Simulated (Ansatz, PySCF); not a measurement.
N,N-disilylmethanamine (CH₉NSi₂), SMILES [SiH3]N([SiH3])C.

Geometry optimised at ωB97X-D3(BJ)/def2-SVP.

Vertical ionisation energy (IE) and electron affinity (EA) in eV. Rows of orbital energies are one-electron estimates. Where ΔSCF, EOM or ADC give a negative EA the extra electron is unbound and the value depends on the basis.

| level | IE | EA |
|---|---|---|
| −ε(HOMO), −ε(LUMO), ωB97X/def2-TZVP (PySCF) | ___ | ___ |
| −ε(HOMO), −ε(LUMO), PBE/def2-TZVP (PySCF) | 5.76 | 0.79 |
| ΔSCF, CAM-B3LYP/def2-SVPD (Ansatz), final states of multiplicity 2 and 2 | 8.99 | -1.58 |
| ΔSCF, PBE/def2-SVPD (Ansatz), final states of multiplicity 2 and 2 | 8.65 | -1.20 |

Problem. Fill in the missing entries. (The exact figures need the calculation; the answer reports its results.)

Solution. 
- −ε(HOMO), −ε(LUMO), ωB97X/def2-TZVP (PySCF), IE: 9.41
- −ε(HOMO), −ε(LUMO), ωB97X/def2-TZVP (PySCF), EA: -2.06

Problem. What vertical singlet–triplet gap does ΔSCF give with CAM-B3LYP/def2-SVPD (Ansatz, a quantum-chemistry and plane-wave program) and with PBE/def2-SVPD (Ansatz)? (An estimate is asked for; the answer gives what the named calculation found.)

Solution. 5.76 and 5.02 eV (triplet above singlet where positive).
